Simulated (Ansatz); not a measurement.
F₂HSSn, SMILES `[F][Sn]([F])[SH]` radical from Hartree–Fock to CCSD(T)

Z-matrix (Å, degrees):
```
Sn
F 1 1.919
S 1 2.423 2 106.2
F 1 1.923 2 103.4 3 -113.3
H 3 1.346 1 90.5 2 -154.6
```

The species carries charge 0 and has multiplicity 2. Correlated methods include outer-core shells of Sn, which these sets cover unevenly. Sn: def2 effective core potential. All single points use the PBE0-D4/def2-TZVP geometry. It is one conformer, not always the lowest. Frozen core, unrestricted reference, the Gaussian-basis code of Ansatz.

| basis | HF (Eh) | MP2 corr. |
| --- | --- | --- |
| def2-SVP | -810.10863 | -0.59407 |
| def2-TZVPP | -810.52362 | -0.97561 |
| def2-QZVPP | -810.54833 | -1.25391 |

(1) Estimate the CCSD correlation energy and the (T) correction in each basis where they were run (hartree).

Answers

(1) 
```json
{"basis": "def2-SVP", "CCSD corr.": "-0.61697", "(T)": "-0.01347"}
{"basis": "def2-TZVPP", "CCSD corr.": "-0.98451", "(T)": "-0.03347"}
```
